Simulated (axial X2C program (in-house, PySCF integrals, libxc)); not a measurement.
## Levels of NaCu⁺ by electron attachment to NaCu²⁺ (EOM-EA-CCSD)

Computed with an in-house all-electron X2C program for linear molecules (integrals from PySCF): two-component X2C with atomic mean-field Coulomb and Gaunt terms, Gaussian nuclei, basis Cu dyall-acv3z, Na dyall-acv3z with contracted cores.

R = 2.772 Å (0.920 times 3.013 Å, the PBE0 minimum at charge 1 for the lowest determinant).

Levels of NaCu⁺ obtained by attaching an electron to NaCu²⁺:

```json
{"Ω": "1/2", "binding energy (eV)": "12.738", "above lowest (cm⁻¹)": "0", "attached spinor": "57% Cu sσ, 17% Na sσ, 16% Na pσ", "one-particle weight": "0.98"}
{"Ω": "1/2", "binding energy (eV)": "9.004", "above lowest (cm⁻¹)": "30118", "attached spinor": "50% Cu pσ, 28% Na sσ, 11% Cu sσ", "one-particle weight": "0.97"}
{"Ω": "1/2", "binding energy (eV)": "8.427", "above lowest (cm⁻¹)": "34775", "attached spinor": "62% Cu pπ, 25% Na pπ, 11% Na dπ", "one-particle weight": "0.97"}
{"Ω": "3/2", "binding energy (eV)": "8.404", "above lowest (cm⁻¹)": "34955", "attached spinor": "62% Cu pπ, 26% Na pπ, 10% Na dπ", "one-particle weight": "0.97"}
```

Task: What is the splitting of the first π pair in the table, and is it regular or inverted?

Result: E(3/2) − E(1/2) = 34955 − 34775 = 180 cm⁻¹ at EOM-EA-CCSD: regular, Ω = 1/2 lower. Splittings at this level can be off by ten to twenty per cent.

This point took 25 s on 1 thread of Arm Neoverse V1, on a shared host.

Reference electrons by ω block (each with its −ω partner): 1/2: 13, 3/2: 5, 5/2: 1. 18 electrons of NaCu²⁺ correlated (inner shells frozen), 84 natural virtual spinors (a truncated set); levels can be off by some tenths of an eV. Roots sought by Ω: (1/2: 5, 3/2: 4, 5/2: 2, 7/2: 1); rows need 60 % one-particle weight and stop where some Ω has no more roots. Missing are any skipped roots, higher Ω and states of a further excitation; these come out far too high here and may in truth be low or lowest. T1 of the reference 0.016 (Lee–Taylor). The reference was not checked to be the lowest state of its species. Number of frozen shells: Cu 3 s, 2 p; Na 1 s.
